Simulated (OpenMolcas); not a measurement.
Ru3+ with 4 ligands (chloride) in tetrahedral coordination (Td) at 2.31 Å. A charge of +0.25 e stands 2.6 Å behind each ligand. Ligand basis ANO-RCC-VDZP.
```
Ru    0.0000    0.0000    0.0000
Cl    1.3337    1.3337    1.3337
Cl    1.3337   -1.3337   -1.3337
Cl   -1.3337    1.3337   -1.3337
Cl   -1.3337   -1.3337    1.3337
```

| Property | Result |
| --- | --- |
| Program | OpenMolcas |
| Method | SS-CASPT2, IPEA 0.25 Eh, imaginary shift 0.1 Eh (closed shells correlated: 4s 4p and the ligand valence shells) |
| Basis | ANO-RCC-VDZP [6s5p3d1f] |
| Scalar Hamiltonian | DKH2, point nucleus |
| Active space | 5 electrons in 5 orbitals (4d) |
| State averaging | 2S+1 = 6 even, 1 root; 2S+1 = 4 even, 24 roots; 2S+1 = 2 even, 75 roots |
| Spin-orbit coupling | RASSI with atomic mean-field integrals over the reference wave functions |

Q: What is the spin-free ground state (labels of Td)?

A: 6A1, 1-fold in its orbital part; it has the highest spin that d5 allows.

Q: What are the lowest two levels with spin-orbit coupling?

A: A 2-fold level with g = 3.28, 3.28, 3.28, then a 4-fold level Γ8 4 cm-1 above it. Their leading multiplicities are 6 (95 %) and 6 (95 %).

Q: What is χT at 300 K, and how does it compare with the textbook value?

A: The lowest level has 2S+1 = 6, for which the spin-only value is χT = S(S+1) / 2 = 4.375 cm3 K/mol (g = 2). The computed 4.256 at 300 K differs by -0.119, through orbital momentum, spin-orbit coupling and any other state in reach.

Roots that are degenerate in the reference are averaged as groups; the widest CASPT2 spread within a group is 740 cm-1 (the 3-fold group of multiplicity 4 near 6250 cm-1 above the lowest state of its run). Shifts and gaps below about the spread of the groups concerned are not significant. Over all roots computed the reference weight is 0.67 to 0.72; a low but even weight reflects the number of correlated electrons. The least metal-like active orbital is 80 % on the metal (Löwdin) and no ligand orbital is active, so the numbers are rough. Ligand-to-metal charge-transfer states are missing. These CASPT2 states fit no ligand-field parameters well, so their order and spin gaps are uncertain. With no ligand orbital active B as a rule stays too high, so bands that hang on it stand too high and its fall with covalency is understated. With one d shell and no ligand orbital active, 10Dq can be off by a tenth or more. No measured value stands beside these numbers; the geometry is a model, was not optimised and need not be the one that this ion takes.
